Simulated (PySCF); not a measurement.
Run record for `CC#C[C@H](Cl)CC`: LDA/def2-SVP, damping 0.3 at the start, DIIS from the seventh cycle, full TDDFT, 25 singlets.

Method: TDDFT LDA/def2-SVP, vertical, gas phase, core orbitals frozen in the response (PySCF 2.14.0, density-fitted response routines). Geometry: GFN2-xTB. The command runs a driver script over a list of jobs; the input below is this job's line of settings and its coordinates in Å.

Command:
```bash
OMP_NUM_THREADS=1 python probes_run.py task.json out
```

Input:
```
{"job": {"kind": "uv", "xc": "LDA", "basis": "def2-SVP", "nstates": 25, "ntriplets": 5, "tda": false, "scf": {"damp": 0.3}}, "charge": 0, "multiplicity": 1}
C      2.990278    -0.453967     0.778448
C      1.755679    -0.176126     0.081323
C      0.720170     0.026987    -0.489361
C     -0.500085     0.347626    -1.188494
Cl    -0.168371     1.747700    -2.296200
C     -1.638513     0.721288    -0.242059
C     -2.047436    -0.470155     0.617003
H      2.779347    -0.768368     1.800332
H      3.539140    -1.245275     0.268727
H      3.606105     0.444510     0.805072
H     -0.792983    -0.477564    -1.845057
H     -2.489255     1.064491    -0.833417
H     -1.313020     1.544337     0.396859
H     -2.843626    -0.183315     1.298841
H     -1.200665    -0.824632     1.199944
H     -2.404364    -1.288593    -0.004325
```

Output:
```
damping 0.30 in the first 6 cycles
final grid: 127344 points
cycle   1  E = -690.1027372715  dE =  5.095e-01  |g| = 5.865e-01  |ddm| = 4.503e+00
cycle   2  E = -690.1620612284  dE = -5.932e-02  |g| = 3.836e-01  |ddm| = 1.105e+00
cycle   3  E = -690.1776839703  dE = -1.562e-02  |g| = 2.945e-01  |ddm| = 6.972e-01
cycle   4  E = -690.1825972315  dE = -4.913e-03  |g| = 2.608e-01  |ddm| = 5.777e-01
cycle   5  E = -690.1748208861  dE =  7.776e-03  |g| = 3.153e-01  |ddm| = 5.669e-01
cycle   6  E = -690.0059034223  dE =  1.689e-01  |g| = 8.533e-01  |ddm| = 1.139e+00
cycle   7  E = -688.9356641409  dE =  1.070e+00  |g| = 2.092e+00  |ddm| = 2.912e+00
cycle   8  E = -690.1942235362  dE = -1.259e+00  |g| = 1.543e-01  |ddm| = 2.227e+00
cycle   9  E = -690.1960000675  dE = -1.777e-03  |g| = 1.290e-01  |ddm| = 3.960e-01
cycle  10  E = -690.2003151592  dE = -4.315e-03  |g| = 2.174e-02  |ddm| = 1.872e-01
cycle  11  E = -690.2004310768  dE = -1.159e-04  |g| = 7.279e-03  |ddm| = 2.962e-02
cycle  12  E = -690.2004436505  dE = -1.257e-05  |g| = 1.760e-03  |ddm| = 8.982e-03
cycle  13  E = -690.2004442661  dE = -6.156e-07  |g| = 7.919e-04  |ddm| = 3.431e-03
cycle  14  E = -690.2004444266  dE = -1.605e-07  |g| = 1.853e-04  |ddm| = 9.818e-04
cycle  15  E = -690.2004444345  dE = -7.967e-09  |g| = 6.133e-05  |ddm| = 2.465e-04
cycle  16  E = -690.2004444355  dE = -9.315e-10  |g| = 1.290e-05  |ddm| = 7.608e-05
converged SCF energy = -690.2004444355

Static polarisability (au): isotropic 75.855, principal 53.548 72.574 101.443

Singlet excitations
state   eV       nm        f      main configurations
  1   5.4930    225.7   0.00073   H-1->L 0.96
  2   5.9047    210.0   0.05941   H->L 0.84
  3   6.1522    201.5   0.00056   H-2->L 0.97
  4   6.3954    193.9   0.01044   H-3->L 0.88
  5   6.4772    191.4   0.00075   H->L+1 0.91
  6   6.8344    181.4   0.05686   H-2->L+1 0.59, H-1->L+1 0.32
  7   7.1852    172.6   0.02134   H-3->L+1 0.83
  8   7.2300    171.5   0.06968   H-1->L+2 0.28, H-2->L+1 0.23, H-3->L+1 0.15
  9   7.3672    168.3   0.00344   H->L+2 0.86, H-1->L+2 0.09
 10   7.3890    167.8   0.00180   H-4->L 0.99
 11   7.4833    165.7   0.01599   H-1->L+2 0.36, H->L+3 0.33, H-1->L+3 0.23
 12   7.5503    164.2   0.00678   H-1->L+3 0.59, H->L+3 0.37
 13   7.8338    158.3   0.06744   H-2->L+2 0.59, H->L+4 0.10
 14   7.8931    157.1   0.00420   H-5->L 0.86, H-2->L+2 0.10
 15   7.9440    156.1   0.06199   H->L+4 0.27, H-2->L+2 0.26, H-5->L 0.10
 16   8.0504    154.0   0.00009   H-2->L+3 0.77, H-1->L+4 0.20
 17   8.0918    153.2   0.01387   H-3->L+2 0.41, H->L+4 0.25, H-1->L+4 0.20
 18   8.1005    153.1   0.00338   H-3->L+2 0.46, H-1->L+4 0.38
 19   8.1749    151.7   0.01819   H->L+5 0.86
 20   8.2445    150.4   0.02095   H-1->L+5 0.81, H-3->L+3 0.12
 21   8.2794    149.8   0.01903   H-3->L+3 0.63, H-1->L+5 0.17
 22   8.4352    147.0   0.01834   H-4->L+1 0.89
 23   8.4716    146.4   0.16095   H-6->L 0.61, H-4->L+1 0.08
 24   8.5857    144.4   0.12700   H-2->L+4 0.40, H-6->L 0.13, H-3->L+4 0.09
 25   8.6669    143.1   0.10955   H-2->L+4 0.51, H->L+6 0.12, H-3->L+4 0.10

Triplet excitations (Tamm-Dancoff, eV): 4.9831 5.2519 5.7148 5.8075 5.9551
```

H and L stand for HOMO and LUMO; the number after each pair is its weight.

Question: Give the mean polarisability as a volume in Å³, and the ratio of the largest to the smallest principal value.

Answer: 75.855 au × 0.148185 = 11.24 Å³; 101.443/53.548 = 1.89.

Question: Which computed singlet has the largest oscillator strength, and what do all of them sum to?

Answer: State 23 at 8.47 eV (146 nm), f = 0.161; the 25 states sum to 0.873.

In short: SCF converged in 16 cycles with 147 basis and 797 fitting functions; HOMO -6.26 eV, LUMO -0.89 eV; lowest singlet 5.49 eV; lowest triplet 4.98 eV (Tamm–Dancoff); mean polarisability 75.9 au.

Time: 41 s (with the writing of density and orbital grids); peak memory 0.57 GiB. Hardware: an Arm Neoverse N1 with one thread, shared host with 64 logical CPUs at a one-minute load of 58.

The values belong to the conformer `[CH3:1][C:2]#[C:3][C@H:4]([Cl:5])[CH2:6][CH3:7]`: C3–C4–C6–C7 -65°.
